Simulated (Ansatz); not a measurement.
A nudged elastic band was laid between two geometries of GaH5S (7 atoms, charge 0, multiplicity 1).

Theory: RKS LDA/def2-SVP (Ansatz 0.2.0).

```yaml
movable_images: 5
climbing_image: yes
spring: 5.0 eV/Å²
optimiser: quadratic models (default)
start_path: through a guess of the saddle point
force_threshold: 0.05 eV/Å
iteration_limit: 60
end_points: relaxed
```

First end point:

```xyz
7
Properties=species:S:1:pos:R:3
Ga -0.044 0.053 0.008
H -0.553 0.517 1.426
H 1.477 0.239 -0.350
H -1.088 -0.093 -1.161
S 0.120 -2.424 0.460
H -1.119 -2.598 1.009
H 0.708 -2.359 1.692
```

Last end point:

```xyz
7
Properties=species:S:1:pos:R:3
Ga 0.111 -0.662 -0.233
H 0.015 0.308 1.875
H 1.491 0.044 -0.403
H -1.302 -0.050 -0.491
S 0.235 -2.821 0.176
H -1.116 -3.007 0.195
H 0.067 -0.477 1.965
```

Which bonds break or form, and what moves?

Bonds broken: Ga1–H2, S5–H7. Bonds formed: H2–H7. GaH5S becomes GaH3S + H2.

Give the energies along the band, and the barrier.

The run converged. The highest image is number 4 of 0 to 6, 0.37 eV above the first end and 0.62 eV above the last; the last end lies 0.24 eV below the first. A vibrational analysis at the climbing image gives one clearly imaginary mode, 730i cm⁻¹: a first-order saddle point. The orbitals stay closed-shell, which can raise the energy where a bond breaks towards radicals; this wasn't checked here.

| image | path coordinate (Å) | energy (eV) | Ga1–H2 (Å) | S5–H7 (Å) | H2–H7 (Å) |
| --- | --- | --- | --- | --- | --- |
| 0 | 0.00 | 0.00 | 1.58 | 1.37 | 3.15 |
| 1 | 0.52 | 0.01 | 1.58 | 1.37 | 2.91 |
| 2 | 1.05 | 0.07 | 1.58 | 1.37 | 2.37 |
| 3 | 1.57 | 0.18 | 1.60 | 1.40 | 1.75 |
| 4 | 2.09 | 0.37 | 1.72 | 1.66 | 1.13 |
| 5 | 2.79 | -0.12 | 2.12 | 2.38 | 0.82 |
| 6 | 3.49 | -0.24 | 2.32 | 2.95 | 0.79 |

What is the geometry of the highest image?


```xyz
7
Properties=species:S:1:pos:R:3
Ga 0.096 -0.244 -0.087
H -0.099 -0.077 1.613
H 1.544 0.207 -0.422
H -1.288 -0.016 -0.759
S 0.275 -2.571 0.623
H -1.076 -2.766 0.595
H 0.048 -1.198 1.521
```

What are the harmonic wavenumbers there?

730i, 296, 314, 428, 593, 656, 696, 707, 985, 1132, 1392, 1625, 1970, 2000, 2612 cm⁻¹.

Time of the run: 75 s on 1 thread of Arm Neoverse V1, on a shared host, peak memory 0.13 GiB.
